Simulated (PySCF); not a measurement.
## Computed properties of TiO₂, SMILES [O]=[Ti]=[O], multiplicity 1

TiO2, SMILES [O]=[Ti]=[O], multiplicity 1. The structure is a stationary point at ωB97X-D3(BJ)/def2-TZVP. The multiplicity is an assumed one; other spin states were not compared. The isomer is the one that the SMILES or the coordinates give; other isomers of the formula were not compared. The values are those of a single conformer. All values are computed for the isolated molecule unless a solvent is named; none is compared with measurement here.

**Structure.** The optimised structure has C2v symmetry. All 3 harmonic modes at ωB97X-D3(BJ)/def2-TZVP (PySCF) are real, so it is a minimum. With heavy atoms numbered as in [Ti:1](=[O:2])=[O:3], the shortest bond between them is Ti1–O3 at 1.627 Å and the longest Ti1–O2 at 1.627 Å.

**Vibrations.** The strongest infrared lines (harmonic, unscaled, degenerate partners summed) lie at 1022 cm⁻¹ (565 km/mol, O 68 %, Ti 32 %), 1075 cm⁻¹ (51 km/mol, O 80 %, Ti 20 %), 346 cm⁻¹ (19 km/mol, O 80 %, Ti 20 %). The softest mode is at 346 cm⁻¹ and the zero-point energy is 3.5 kcal/mol.

**Electronic structure.** ωB97X/def2-TZVPD (PySCF) places the frontier levels at -9.73 and -0.84 eV, a gap of 8.89 eV, and gives a dipole moment of 6.89 D and a mean polarisability of 33.5 bohr³. PBE/def2-TZVPD (PySCF) at the same geometry gives -5.80 and -3.50 eV, so its gap is 6.59 eV narrower. An orbital gap is neither the optical nor the fundamental gap.

**Excitations.** TDA-B3LYP/def2-TZVPD (PySCF) has S1 at 2.73 eV (454 nm, f = 0.008, weak); the most intense of the 10 singlets computed lies at 3.91 eV (f = 0.02). T1 (TDA) is at 2.60 eV, 0.13 eV under S1.
